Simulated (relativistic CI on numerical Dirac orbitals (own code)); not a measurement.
**What each ingredient does to the levels of Gd16+**

Base calculation: Dirac-Coulomb-Breit CI, orbitals from a KLI potential per configuration, model QED (radiative potential, 1s self-energy scaled to tabulated hydrogen-like ionisation energies), unscaled Slater integrals.

CI space (outside the closed core [Ar] 3d10): 4s²4p⁶4d¹⁰4f², 4s²4p⁶4d¹⁰4f5s, 4s²4p⁶4d¹⁰5s², 4s²4p⁶4d¹⁰5s5p, 4s²4p⁶4d¹⁰4f5p, 4s²4p⁶4d¹⁰5p², 4s²4p⁶4d¹⁰5s5d, 4s²4p⁶4d⁹4f³, 4s²4p⁶4d¹⁰4f5d, 4s²4p⁶4d¹⁰5p5d, 4s²4p⁶4d¹⁰5d², 4s²4p⁶4d¹⁰4f5f, 4s²4p⁶4d¹⁰4f6s, 4s²4p⁶4d⁹4f²5s, 4s²4p⁶4d¹⁰4f6p, 4s²4p⁵4d¹⁰4f³, 4s²4p⁶4d¹⁰4f5g, 4s²4p⁶4d¹⁰4f6d, 4s²4p⁶4d⁹4f²5p, 4s²4p⁶4d¹⁰4f7s, 4s²4p⁶4d¹⁰4f7p, 4s4p⁶4d¹⁰4f³, 4s²4p⁶4d¹⁰4f6g, 4s²4p⁵4d¹⁰4f²5s, 4s²4p⁶4d⁹4f²5f, 4s4p⁶4d¹⁰4f5s², 4s²4p⁶4d⁹4f²6p, 4s4p⁶4d¹⁰4f5p², 4s4p⁶4d¹⁰4f5s5d. Double excitations out of closed p, d and f shells are left out; levels of such configurations are missing from the list, as are those of other unlisted configurations, and high levels can miss mixing partners.

Variants: (1) P86 correlation estimate; (2) non-relativistic limit; (3) only the first configuration. Shifts of the energy above 4s²4p⁶4d¹⁰4f² ³H4, in cm⁻¹, for the lowest level and the first level of each name with at least 55 % of one term (blank where a level changes its place among those of its configuration and J or its character, or is not in the variant):

```
              Level      Base     Δ(1)       Δ(2)     Δ(3)
  4s²4p⁶4d¹⁰4f² ³H4       0.0      0.0        0.0      0.0
  4s²4p⁶4d¹⁰4f² ³H5    6781.4      0.0    -6781.4     +3.5
  4s²4p⁶4d¹⁰4f² ³F2   11274.4     +0.8    -2263.6   +884.5
  4s²4p⁶4d¹⁰4f² ³H6   13463.6      0.0   -13463.6    +12.6
  4s²4p⁶4d¹⁰4f² ³F3   15868.9     +0.7    -6858.1   +819.4
  4s²4p⁶4d¹⁰4f² ¹D2   39514.4     +4.5    -6955.1  +2499.8
  4s²4p⁶4d¹⁰4f² ³P0   47449.8     +4.8    -4449.0  +2937.2
  4s²4p⁶4d¹⁰4f² ¹I6   48418.3     +1.7    -7424.8  +1499.8
  4s²4p⁶4d¹⁰4f² ³P1   49668.9     +4.0    -6668.2  +2915.6
  4s²4p⁶4d¹⁰4f² ³P2   53693.1     +3.9   -10692.4  +2832.3
  4s²4p⁶4d¹⁰4f² ¹S0  109945.1    +51.8    -7368.1  +2499.1
4s²4p⁶4d¹⁰4f5s ³F°2  122316.1  +9169.3  +145107.6         
4s²4p⁶4d¹⁰4f5s ³F°3  124344.4  +9169.6  +143079.2         
4s²4p⁶4d¹⁰4f5s ³F°4  130852.7  +9169.2  +136571.0
```

At this charge transitions that keep the count of f electrons are usually good to a few per cent. Terms inside the open d or f shell come out 10 to 20 % too wide with unscaled integrals. Levels that differ in their count of f electrons can be misplaced by several ten thousand cm⁻¹, since the correlation energy of f electrons is missing or only estimated; rates across such gaps can be off by orders of magnitude.

Ionisation energy from one configuration of each of the two ions, the ground ones as tabulated or assumed: base 348.72 eV; P86 correlation estimate 350.497 eV. The NIST ASD value (theoretical) is 352 ± 17 eV.

LS names give the leading component of a level, which can be under half, so a name can repeat, a term be missing and a line seem to break the LS rules.
